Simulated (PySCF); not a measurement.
# Bond length, frequency and bond energy of InB by level of theory

State: ³Π (triplet), unpaired electrons σ ↑, π ↑. Set-up: basis In def2-SVP with ECP28, B def2-SVP; scalar-relativistic core potentials; PySCF 2.14. De refers to In + B in their high-spin ground configurations, without counterpoise correction. The functionals are run spin-unrestricted. A positive dipole means In(−)B(+).

```json
{"Level": "UHF", "Re (Å)": "2.441", "ωe (cm⁻¹)": "398", "De (eV)": "1.02", "μ (D)": "-1.78", "CPU s a point (SCF and correlation, without the integrals)": "0.074"}
{"Level": "UHF-MP2", "Re (Å)": "2.414", "ωe (cm⁻¹)": "417", "De (eV)": "1.42", "μ (D)": "n/a", "CPU s a point (SCF and correlation, without the integrals)": "0.11"}
{"Level": "UHF-SCS-MP2", "Re (Å)": "2.421", "ωe (cm⁻¹)": "413", "De (eV)": "1.26", "μ (D)": "n/a", "CPU s a point (SCF and correlation, without the integrals)": "n/a"}
{"Level": "UHF-CCSD", "Re (Å)": "2.428", "ωe (cm⁻¹)": "398", "De (eV)": "1.33", "μ (D)": "n/a", "CPU s a point (SCF and correlation, without the integrals)": "n/a"}
{"Level": "UHF-CCSD(T)", "Re (Å)": "2.429", "ωe (cm⁻¹)": "395", "De (eV)": "1.41", "μ (D)": "n/a", "CPU s a point (SCF and correlation, without the integrals)": "1.8"}
{"Level": "PBE", "Re (Å)": "2.460", "ωe (cm⁻¹)": "356", "De (eV)": "1.94", "μ (D)": "-1.77", "CPU s a point (SCF and correlation, without the integrals)": "0.39"}
{"Level": "BLYP", "Re (Å)": "2.496", "ωe (cm⁻¹)": "333", "De (eV)": "1.70", "μ (D)": "-1.80", "CPU s a point (SCF and correlation, without the integrals)": "0.29"}
{"Level": "r²SCAN", "Re (Å)": "2.431", "ωe (cm⁻¹)": "380", "De (eV)": "1.91", "μ (D)": "-1.64", "CPU s a point (SCF and correlation, without the integrals)": "0.53"}
{"Level": "B3LYP", "Re (Å)": "2.457", "ωe (cm⁻¹)": "362", "De (eV)": "1.63", "μ (D)": "-1.87", "CPU s a point (SCF and correlation, without the integrals)": "0.46"}
{"Level": "PBE0", "Re (Å)": "2.429", "ωe (cm⁻¹)": "384", "De (eV)": "1.79", "μ (D)": "-1.84", "CPU s a point (SCF and correlation, without the integrals)": "0.6"}
{"Level": "B97-3", "Re (Å)": "2.452", "ωe (cm⁻¹)": "375", "De (eV)": "1.70", "μ (D)": "-2.15", "CPU s a point (SCF and correlation, without the integrals)": "0.35"}
{"Level": "ωB97X", "Re (Å)": "2.407", "ωe (cm⁻¹)": "409", "De (eV)": "1.68", "μ (D)": "-1.95", "CPU s a point (SCF and correlation, without the integrals)": "0.49"}
```

The bond length runs from 2.407 Å (ωB97X) to 2.496 Å (BLYP). De spans 1.02 eV (UHF, mean field) to 1.94 eV (PBE, GGA). Correlation at CCSD(T) changes the Hartree–Fock bond energy by +0.39 eV; the triples alone change it by +0.08 eV.

Correlated steps freeze 5 core orbitals. Correlated levels converge slowly with the basis: in double zeta they bind strong bonds too weakly, by up to about 1 eV, and carry superposition errors of some tenths. These are scalar-relativistic numbers at best; spin–orbit coupling would shift them, the dissociation energy most. The state was picked by a PBE0 search and need not be the measured ground state.

The whole job (state search and all levels along the bond) took about 1.3 min on 1 thread of Intel Xeon 6975P-C (shared host), peak memory 0.47 GiB.
